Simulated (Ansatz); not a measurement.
C₂H₈GeSi (`C[SiH]1[CH2][GeH2]1`), relaxed with RKS PBE-D4/def2-SVP in Ansatz 0.2.0 from a rough embedded geometry. The force threshold is 0.03 eV/Å; the program also tests the step.

Charge 0, multiplicity 1.

Start:

```xyz
12

C    -1.821    0.010   -0.226
Si   -0.303    0.651    0.541
C     1.131    0.576   -0.538
Ge    1.403   -1.015    0.416
H    -1.665   -0.511   -1.181
H    -2.591    0.869   -0.403
H    -2.345   -0.699    0.462
H    -0.259    1.410    1.760
H     0.916    0.447   -1.620
H     1.928    1.385   -0.326
H     1.060   -2.260   -0.362
H     2.545   -0.862    1.478
```

Task: How much energy does the relaxation release, and in how many steps? (An estimate is asked.)

Result: Computed: 0.80 eV, in 6 steps, 1 of them rejected.

Task: Which bonds change most? (An estimate is asked.)

Result: The calculation gave: C3–Ge4 from 1.875 to 2.034 Å; Si2–C3 from 1.797 to 1.901 Å; Si2–H8 from 1.436 to 1.504 Å; C1–Si2 from 1.818 to 1.886 Å.

Task: Give the relaxed structure. (Estimate.)

Result: Computed: 
```xyz
12

C    -1.982    0.034   -0.193
Si   -0.312    0.439    0.584
C     1.181    0.659   -0.572
Ge    1.465   -1.057    0.483
H    -1.850   -0.678   -1.032
H    -2.462    0.954   -0.587
H    -2.666   -0.427    0.547
H    -0.391    1.402    1.737
H     1.030    0.546   -1.661
H     1.891    1.473   -0.342
H     1.409   -2.328   -0.393
H     2.686   -1.017    1.428
```
